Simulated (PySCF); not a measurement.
# Two-component Hartree-Fock for Mn³⁺ (manganese, charge +3)

Start: [Ar] 3d3 4p1; 3d5/2 filled at m_j = +1/2, +3/2, +5/2; 4p3/2 filled at m_j = +3/2. Calculated with PySCF 2.14 in x2c-TZVPall-2c (6s7p4d1f, 54 functions): generalised Hartree-Fock with the X2C-1e Hamiltonian and a Gaussian nucleus; one run each with spin-orbit coupling (SO) switched off, then screened by Boettger's factors. This is a chosen level, not necessarily the ground level.

| spinor shell | electrons | ε, spin-free (eV) | ε, screened SO (eV) | weight of nominal j (screened SO) | rms radius, screened SO (bohr) |
| --- | --- | --- | --- | --- | --- |
| 1s1/2 | 2 | -6646.5 | -6646.5 | 1.000 | 0.0703 |
| 2s1/2 | 2 | -853.25 | -853.27 | 1.000 | 0.302 |
| 2p1/2 | 2 | -726.71 | -733.66 | 0.989 | 0.271 |
| 2p3/2 | 4 | -726.71 | -723.37 | 0.995 | 0.274 |
| 3s1/2 | 2 | -151.65 | -151.67 | 1.000 | 0.894 |
| 3p3/2 | 4 | -112.87 | -113.61 | 0.834 | 0.946 |
| 3p1/2 | 2 | -112.87 | -111.50 | 0.669 | 0.944 |
| 3d5/2 | 3 | -62.445 | -62.437 | 0.787 | 1.07 |
| 4p3/2 | 1 | -29.957 | -29.904 | 1.000 | 2.76 |

```json
{"quantity": "E (hartree)", "spin-free": "-1154.65894", "screened SO": "-1154.66936"}
{"quantity": "M_J", "spin-free": "6", "screened SO": "6"}
{"quantity": "⟨J²⟩", "spin-free": "42.004", "screened SO": "42.004"}
{"quantity": "⟨L²⟩", "spin-free": "20.003", "screened SO": "20.014"}
{"quantity": "⟨S²⟩", "spin-free": "6.001", "screened SO": "5.997"}
```

Each row is a mean over spinors that exchange with the open shell spreads, by up to 13.204 eV (3p3/2).

Rows whose weight is well below 1 are mixtures of j = l ± 1/2: exchange outweighs spin-orbit coupling there, and the label is only the starting occupation.

Without spin-orbit coupling the j labels of p, d and f shells carry no meaning; the spin-free column gives the mean over the occupied spinors of each nl shell.
